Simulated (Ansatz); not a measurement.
SnH(NHtBu)3 (C₁₂H₃₁N₃Sn), relaxed as a singlet with RKS PBE-D4/def2-SVP in Ansatz, starting from the GFN2-xTB geometry. Force threshold 0.03 eV/Å.

In the def2 sets Sn takes a core potential; there is no spin–orbit coupling.

Start:

```xyz
47

Sn   -0.357   -0.144   -0.017
H    -1.890   -0.821   -0.074
N     0.876   -1.383   -1.068
C     1.261   -2.728   -0.674
C     0.011   -3.524   -0.329
C     1.956   -3.361   -1.885
C     2.216   -2.727    0.523
H     1.714   -0.891   -1.362
H     0.260   -4.566   -0.155
H    -0.448   -3.118    0.569
H    -0.701   -3.456   -1.146
H     1.296   -3.323   -2.747
H     2.208   -4.398   -1.678
H     2.870   -2.824   -2.126
H     1.713   -2.300    1.387
H     3.102   -2.135    0.300
H     2.526   -3.739    0.766
N     0.176   -0.045    1.950
C    -0.438    0.802    2.959
C    -1.947    0.609    2.919
C     0.104    0.337    4.316
C    -0.104    2.281    2.751
H     1.184    0.039    2.042
H    -2.419    1.130    3.748
H    -2.345    1.001    1.986
H    -2.181   -0.450    2.981
H    -0.108   -0.720    4.452
H    -0.361    0.898    5.122
H     1.181    0.483    4.369
H    -0.508    2.614    1.797
H     0.975    2.430    2.749
H    -0.536    2.887    3.543
N    -0.499    1.701   -0.874
C    -0.740    1.965   -2.283
C    -1.944    1.155   -2.743
C    -1.050    3.461   -2.407
C     0.473    1.618   -3.150
H     0.260    2.301   -0.568
H    -2.222    1.430   -3.757
H    -1.705    0.095   -2.720
H    -2.783    1.339   -2.078
H    -1.894    3.715   -1.770
H    -1.296    3.713   -3.435
H    -0.193    4.057   -2.099
H     0.672    0.551   -3.085
H     1.351    2.163   -2.810
H     0.286    1.874   -4.189
```

| step | energy (eV) | largest force component (eV/Å) | SCF passes |
| --- | --- | --- | --- |
| 1 | -23216.4513 | 0.790 | 24 |
| 2 | -23216.8276 | 0.302 | 20 |
| 3 | -23216.8694 | 0.079 | 20 |
| 4 | -23216.8712 | 0.035 | 22 |
| 5 | -23216.8722 | 0.020 | 21 |
| 6 | -23216.8731 | 0.015 | 20 |

Force components are those of the run's own axes.

End:

Cartesian coordinates in Å:
```
Sn -0.474 -0.205 -0.018
H -2.046 -0.901 -0.079
N 0.860 -1.365 -1.114
C 1.269 -2.722 -0.703
C 0.009 -3.545 -0.390
C 2.015 -3.354 -1.895
C 2.189 -2.704 0.538
H 1.690 -0.800 -1.343
H 0.271 -4.597 -0.161
H -0.524 -3.140 0.497
H -0.689 -3.535 -1.251
H 1.360 -3.380 -2.788
H 2.345 -4.388 -1.664
H 2.918 -2.762 -2.151
H 1.657 -2.263 1.406
H 3.098 -2.097 0.340
H 2.524 -3.725 0.820
N 0.184 -0.103 1.953
C -0.428 0.786 2.960
C -1.950 0.572 2.947
C 0.137 0.377 4.334
C -0.119 2.276 2.690
H 1.208 0.007 1.961
H -2.438 1.159 3.750
H -2.394 0.902 1.984
H -2.196 -0.499 3.094
H -0.086 -0.688 4.540
H -0.290 0.997 5.149
H 1.240 0.505 4.357
H -0.535 2.584 1.708
H 0.978 2.448 2.674
H -0.550 2.936 3.472
N -0.515 1.714 -0.819
C -0.743 1.981 -2.253
C -1.987 1.202 -2.709
C -0.999 3.493 -2.401
C 0.466 1.568 -3.123
H 0.308 2.237 -0.489
H -2.240 1.444 -3.760
H -1.814 0.105 -2.660
H -2.859 1.446 -2.071
H -1.870 3.798 -1.788
H -1.192 3.770 -3.458
H -0.119 4.076 -2.056
H 0.647 0.477 -3.037
H 1.382 2.102 -2.793
H 0.305 1.809 -4.195
```

By distances, no bond broke or formed. The bond that changes most is Sn1–H2, from 1.68 to 1.72 Å (atoms count from 1).

The force fell under the threshold at step 5, but the optimiser went on. No frequencies were taken in this run, so the end may be a saddle point.

Hardware: 2 threads of AMD EPYC 7R13 on a shared host and a share (18 GiB) of an NVIDIA H100 80GB HBM3. Wall time 23 s, peak host memory 1.1 GiB.
